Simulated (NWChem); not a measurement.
System: Si$_{2}$H$_{4}$OClF; SMILES F[SiH2]O[SiH2]Cl

```xyz
9

Si    -0.6474    -1.7458    -0.2342
F     -0.1562    -2.3682     1.1767
O      0.3213    -0.4689    -0.6161
Si     0.9576     0.9804    -0.1518
Cl    -0.3649     1.9404     1.1102
H     -2.0519    -1.3003    -0.0662
H     -0.4746    -2.7779    -1.2825
H      1.1431     1.8178    -1.3612
H      2.2263     0.7665     0.5873
```
Atoms are numbered in this order, from 1.

Computed with NWChem. All runs use the structure optimised with PBE0/def2-SVP. Isolated, static molecule.

GIAO at PBE0/pcSseg-1: principal shieldings of O3 are 217.5, 242.6, 272.1 ppm; an isolated water molecule has σ = 334.6 ppm at the same levels.

Q: Find the isotropic 17O shift, its principal values, the span and the skew.

A: 
1. σ(iso) = one third of the sum = 244.1 ppm.
2. δ = σ(reference) − σ = 90.5 ppm against water.
3. δ11, δ22, δ33 = 117.1, 92.0, 62.5 ppm.
4. Span Ω = δ11 − δ33 = 54.6 ppm; skew κ = 3(δ22 − δ(iso))/Ω = 0.08.
